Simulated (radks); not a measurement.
All-electron atom: O+ in [He] 2s1 2p4 (not the ground configuration). All-electron calculation, scalar-relativistic Kohn-Sham, PBE, spin-polarised, spherical densities, finite nucleus; open shells are filled with parallel spins first; Fermi nuclear charge, rms radius 2.6991 fm. Program: a radial shooting solver on a logarithmic mesh with Libxc functionals.

X-ray form factor f0, the Fourier transform of the density (f0(0) = 7):

sin(theta)/lambda (1/angstrom)  f0 (electrons)
0.05                                     6.860
0.1                                      6.469
0.15                                     5.903
0.2                                      5.254
0.25                                     4.602
0.3                                      3.999
0.4                                      3.039
0.5                                      2.402
0.6                                      2.005
0.8                                      1.594
1                                        1.377
1.25                                     1.166
1.5                                      0.975
2                                        0.655
